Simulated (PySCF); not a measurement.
## Steps of a relaxation of [LuH2]+

[LuH2]+ (singlet in the valence; each metal's 4f electrons, 14 of them, lie in its core potential, out of spins and levels). PySCF 2.14.0, RKS PBE0, Lu lcecp-1-SVP with ECP60, H def2-SVP; non-relativistic Hamiltonian with scalar-relativistic core potentials where named; density fitting; no spin-orbit coupling. Origin of the start: template. Columns: position (Å) and force (eV/Å). Energies are counted from the last step; some of the 5 steps are shown. Forces carry noise of the integration grid, about 0.01 to 0.03 eV/Å.

Run from Python with OMP_NUM_THREADS=2. Where DIIS fails, smearing, a level shift and second-order steps follow.
It took 2.5 s on 2 threads of Intel(R) Xeon(R) 6975P-C (Granite Rapids), on a shared host, from the converged density of the start.

```xyz
3
step 0  E = 0.694 eV
Lu    0.0000    0.0000   -0.0099     0.00    0.00    0.76
H     1.9396    0.0000    0.8581    -1.68    0.00   -0.38
H    -1.9396    0.0000    0.8581     1.68    0.00   -0.38
```

```xyz
3
step 1  E = 0.366 eV
Lu    0.0000    0.0000   -0.0625     0.00    0.00    0.71
H     1.8104    0.0000    0.8844    -1.30    0.00   -0.35
H    -1.8104    0.0000    0.8844     1.30    0.00   -0.35
```

```xyz
3
step 3  E = 0.003 eV
Lu    0.0000    0.0000   -0.1698     0.00    0.00   -0.02
H     1.5111    0.0000    0.9381    -0.08    0.00    0.01
H    -1.5111    0.0000    0.9381     0.08    0.00    0.01
```

Task: Where does the relaxation end?

Result: It converges at step 4 in C2v:
```xyz
3
step 4  E = 0
Lu    0.0000    0.0000   -0.1910
H     1.4781    0.0000    0.9487
H    -1.4781    0.0000    0.9487
```

Task: How did the contacts change?

Result: 
| contact | start (Å) | end (Å) |
| --- | --- | --- |
| Lu1–H2 (H) | 2.125 | 1.866 |
| Lu1–H3 (H) | 2.125 | 1.866 |


An lcecp potential fixes the number of 4f electrons, so in runs with it no electron can move into or out of that shell.
